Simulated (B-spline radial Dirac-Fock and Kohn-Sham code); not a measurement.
Relativistic shifts of the levels of Hf³⁺

System: the Hf³⁺ ion, [Xe] 4f14 5d1.

Both columns are ΔSCF binding energies of the configuration average from a B-spline atomic structure program: non-relativistic Hartree-Fock with a point nucleus, and Dirac-Fock with a finite nucleus and the Coulomb interaction alone, averaged over the two j levels with weights 2j+1.

```
shell  Hartree-Fock (eV)  Dirac-Fock (eV)  shift (eV)  shift (%)
   1s            60680.3          65695.2    +5014.94      +8.26
   2s            10029.5          11353.4    +1323.90     +13.20
   2p             9581.0          10018.8     +437.85      +4.57
   3s             2324.3           2649.5     +325.24     +13.99
   3p             2117.8           2239.4     +121.62      +5.74
   3d             1737.0           1722.1      -14.85      -0.85
   4s              501.2            580.2      +79.01     +15.76
   4p              415.1            443.0      +27.93      +6.73
   4d              259.4            255.9       -3.50      -1.35
   4f              58.19            50.84       -7.36     -12.64
   5s              93.54            105.5      +11.98     +12.81
   5p              66.60            69.42       +2.82      +4.24
   5d              32.98            31.96       -1.03      -3.11
```

Relativity binds 1s, 2s, 2p, 3s, 3p, 4s, 4p, 5s, 5p more strongly, among those listed most of all 4s in relative terms, and 3d, 4d, 4f, 5d more weakly, because the contracted s and p shells screen the nucleus better.

Values without a named source are computed, but for edge energies of neutral atoms, which are taken from tables.
